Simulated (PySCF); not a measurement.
Isomers of C2H14OSi4, one conformer each. The calculation used core-valence-separated Tamm–Dancoff BHandHLYP/aug-pcX-1 (pcseg-1 on H, def2-SVPD on Si) in PySCF, non-relativistic, gas phase, PBE0-D3(BJ)/def2-SVP geometry. Absolute energies from this functional tend to lie a few eV below measured edges; no shift was applied.

P. `COC[Si@H]([SiH2][SiH3])[SiH3]`
Q. `CCO[Si@@H]([SiH3])[SiH2][SiH3]`

Main lines, eV (oscillator strength):
1. C K: 285.4 (0.010), 286.1 (0.025), 286.2 (0.026), 286.6 (0.030), 286.7 (0.009); O K: 532.0 (0.012), 533.4 (0.009), 533.7 (0.010), 533.9 (0.001), 534.1 (0.012)
2. C K: 286.1 (0.029), 286.6 (0.031), 286.9 (0.006), 287.0 (0.038), 287.1 (0.006); O K: 533.5 (0.012), 534.0 (0.006), 534.3 (0.020), 534.9 (0.003), 535.0 (0.004)
Listed: the first five lines at most of each edge with a tenth or more of its strongest line's intensity; roots within 0.03 eV on the same or equivalent atoms are summed. Only the lowest roots were sought, and the top ones are left out.

Problem. Which spectrum belongs to which isomer?

Solution. 1 = Q, 2 = P.
- P: first C line listed at 286.1 eV, hole on the sp3 carbon bound to oxygen; first O line listed at 533.5 eV, hole on the ether oxygen.
- Q: first C line listed at 285.4 eV, hole on the methyl carbon; first O line listed at 532.0 eV, hole on the silyl ether oxygen.

Problem. What are the ground-state energies of the isomers at BHandHLYP/aug-pcX-1 (pcseg-1 on H, def2-SVPD on Si), relative to the lowest?

Solution. P 129.7, Q 0.0 kJ/mol (electronic energies on these geometries, no dispersion or zero-point terms).
